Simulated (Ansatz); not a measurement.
Consider the redistribution: `[OH][Hf]([OH])([F])[I]` + `O[SiH](O)CCl` → `[OH][Hf]([OH])([OH])[I]` + `O[SiH](F)CCl`.

Program: Ansatz. Geometries: PBE0-D4/def2-TZVP. ΔE: electronic, gas phase. CCSD(T)/CBS adds triple-zeta CCSD(T) − MP2 to the extrapolated MP2 energy (def2 sets, frozen cores). Functionals use def2-TZVPP. B3LYP here is the variant with VWN-RPA as its local correlation; programs differ in this. def2 core potentials past Kr. For Hf, I outer-core shells are correlated without core-valence functions, which leaves a few kJ/mol of doubt a bond. One conformer a species, not always the lowest.

`[OH][Hf]([OH])([F])[I]`:

```xyz
7

O     1.482   -0.106   -0.833
Hf    0.048    0.181    0.380
O    -1.488   -0.821   -0.113
F     0.605   -0.388    2.111
I    -0.581    2.851    0.437
H     2.108   -0.342   -1.510
H    -2.175   -1.374   -0.471
```

`O[SiH](O)CCl`:

Z-matrix (Å, degrees):
```
Si
O 1 1.634
C 1 1.880 2 111.5
O 1 1.639 2 107.8 3 119.2
H 1 1.479 2 106.9 3 -118.6
H 2 0.958 1 117.6 3 -87.1
Cl 3 1.794 1 107.4 2 174.5
H 3 1.090 1 113.0 2 -67.3
H 3 1.091 1 112.9 2 56.5
H 4 0.960 1 116.4 2 -163.5
```

`[OH][Hf]([OH])([OH])[I]`:

Cartesian coordinates in Å:
```
O -1.089 -1.484 -0.021
Hf -0.176 0.192 0.092
O 1.290 0.055 1.312
O 0.460 0.706 -1.637
I -1.931 2.112 1.010
H -1.490 -2.260 -0.400
H 1.878 -0.310 1.965
H 1.057 0.989 -2.321
```

`O[SiH](F)CCl`:

```xyz
9

O    -1.143    0.013    1.443
Si   -0.847    0.008   -0.154
F    -1.243   -1.387   -0.815
C     0.978    0.266   -0.492
Cl    1.922   -0.813    0.581
H    -0.520   -0.459    2.001
H    -1.688    1.055   -0.765
H     1.290    1.290   -0.280
H     1.250    0.026   -1.520
```

```json
{"level": "PBE-D4", "ΔE (kcal/mol)": "2.1", "difference from CCSD(T)/CBS": "1.5"}
{"level": "r2SCAN-D4", "ΔE (kcal/mol)": "1.9", "difference from CCSD(T)/CBS": "1.3"}
{"level": "PBE0-D4", "ΔE (kcal/mol)": "1.7", "difference from CCSD(T)/CBS": "1.1"}
{"level": "B3LYP-D4", "ΔE (kcal/mol)": "1.3", "difference from CCSD(T)/CBS": "0.7"}
{"level": "ωB97X-V", "ΔE (kcal/mol)": "1.6", "difference from CCSD(T)/CBS": "1.0"}
{"level": "ωB97M-V", "ΔE (kcal/mol)": "1.3", "difference from CCSD(T)/CBS": "0.7"}
{"level": "B2PLYP", "ΔE (kcal/mol)": "1.1", "difference from CCSD(T)/CBS": "0.5"}
{"level": "PBE", "ΔE (kcal/mol)": "2.2", "difference from CCSD(T)/CBS": "1.6"}
{"level": "r2SCAN", "ΔE (kcal/mol)": "1.9", "difference from CCSD(T)/CBS": "1.3"}
{"level": "PBE0", "ΔE (kcal/mol)": "1.8", "difference from CCSD(T)/CBS": "1.2"}
{"level": "B3LYP", "ΔE (kcal/mol)": "1.4", "difference from CCSD(T)/CBS": "0.8"}
{"level": "HF/def2-TZVPP", "ΔE (kcal/mol)": "0.8", "difference from CCSD(T)/CBS": "0.2"}
{"level": "MP2/def2-TZVPP", "ΔE (kcal/mol)": "0.4", "difference from CCSD(T)/CBS": "-0.2"}
{"level": "SCS-MP2/def2-TZVPP", "ΔE (kcal/mol)": "0.4", "difference from CCSD(T)/CBS": "-0.2"}
{"level": "CCSD/def2-TZVPP", "ΔE (kcal/mol)": "0.6", "difference from CCSD(T)/CBS": "0.0"}
{"level": "CCSD(T)/def2-TZVPP", "ΔE (kcal/mol)": "0.7", "difference from CCSD(T)/CBS": "0.1"}
{"level": "HF/def2-QZVPP", "ΔE (kcal/mol)": "0.7", "difference from CCSD(T)/CBS": "0.1"}
{"level": "MP2/def2-QZVPP", "ΔE (kcal/mol)": "0.3", "difference from CCSD(T)/CBS": "-0.3"}
{"level": "SCS-MP2/def2-QZVPP", "ΔE (kcal/mol)": "0.4", "difference from CCSD(T)/CBS": "-0.2"}
{"level": "HF/CBS(def2)", "ΔE (kcal/mol)": "0.7", "difference from CCSD(T)/CBS": "0.1"}
{"level": "MP2/CBS(def2)", "ΔE (kcal/mol)": "0.3", "difference from CCSD(T)/CBS": "-0.3"}
{"level": "CCSD/CBS(def2)", "ΔE (kcal/mol)": "0.5", "difference from CCSD(T)/CBS": "-0.1"}
{"level": "CCSD(T)/CBS", "ΔE (kcal/mol)": "0.6", "difference from CCSD(T)/CBS": "0"}
```

Largest T1 diagnostic among the species: 0.014.
